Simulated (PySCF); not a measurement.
Computed properties of Sn(OH)(NH2)3 (H₇N₃OSn), SMILES [Sn]([NH2])([NH2])([NH2])[OH]

H₇N₃OSn, SMILES [NH2][Sn]([NH2])([NH2])[OH]. The structure is a stationary point at PBE0-D3(BJ)/def2-SVP. The def2 effective core potentials stand for the cores of Sn; spin–orbit coupling is left out. The values are those of a single conformer. All values are computed for the isolated molecule unless a solvent is named; none is compared with measurement here.

**Structure.** All 30 harmonic modes at PBE0-D3(BJ)/def2-SVP (PySCF) are real, so it is a minimum. With heavy atoms numbered as in [NH2:1][Sn:2]([NH2:3])([NH2:4])[OH:5], the shortest bond between them is Sn2–O5 at 1.988 Å and the longest Sn2–N4 at 2.033 Å.

**Vibrations.** The strongest infrared lines (harmonic, unscaled, degenerate partners summed) lie at 543 cm⁻¹ (165 km/mol, N 49 %, H 48 %), 554 cm⁻¹ (148 km/mol, N 61 %, H 36 %), 528 cm⁻¹ (130 km/mol, N 52 %, H 45 %). The softest mode is at 71 cm⁻¹ and the zero-point energy is 55.9 kcal/mol.

**Electronic structure.** M06-2X/def2-TZVP (PySCF) places the frontier levels at -8.92 and 0.14 eV, a gap of 9.06 eV, and gives a dipole moment of 1.26 D and a mean polarisability of 62.1 bohr³. PBE/def2-TZVP (PySCF) at the same geometry gives -5.96 and -1.59 eV, so its gap is 4.69 eV narrower. An orbital gap is neither the optical nor the fundamental gap.

**Excitations.** TDDFT-ωB97X/def2-SVPD (PySCF) has S1 at 6.13 eV (202 nm, f = 0.092, bright); the most intense of the 10 singlets computed lies at 6.41 eV (f = 0.13). T1 (TDA) is at 5.56 eV. TDDFT-PBE/def2-SVPD (PySCF) puts S1 at 4.55 eV. No vertical singlet excitation falls in the visible range (under 3.1 eV).
